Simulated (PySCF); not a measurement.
**Electron correlation in Kr (krypton, neutral)**

[Kr], closed-shell 1S. Calculation: PySCF 2.14, in cc-pVDZ-DK; the spin-free X2C one-electron Hamiltonian (Gaussian nucleus). Frozen: [Ar] 3d10; 8 electrons correlated.

MP2 pair energies summed by pair of shells (mhartree):

```json
{"pair": "4p-4p", "energy": "-94.92", "share (%)": "80.7"}
{"pair": "4s-4p", "energy": "-17.70", "share (%)": "15.0"}
{"pair": "4s-4s", "energy": "-5.01", "share (%)": "4.3"}
```

Total MP2 correlation energy: -117.64 mhartree.

Same-spin part -32.77 and opposite-spin part -84.86 mhartree; SCS-MP2 scales them by 1/3 and 6/5 to -112.76 mhartree.

```json
{"level": "CCSD", "correlation energy (mhartree)": "-127.48"}
{"level": "(T)", "correlation energy (mhartree)": "-0.78"}
{"level": "CCSD(T)", "correlation energy (mhartree)": "-128.26"}
```

Diagnostics: T1 = 0.0016, D1 = 0.0040, largest double amplitude 0.045.

Cost of the coupled-cluster step: 0.28 s of wall time on 1 thread of Neoverse-V1 (shared host), for 8 correlated electrons.
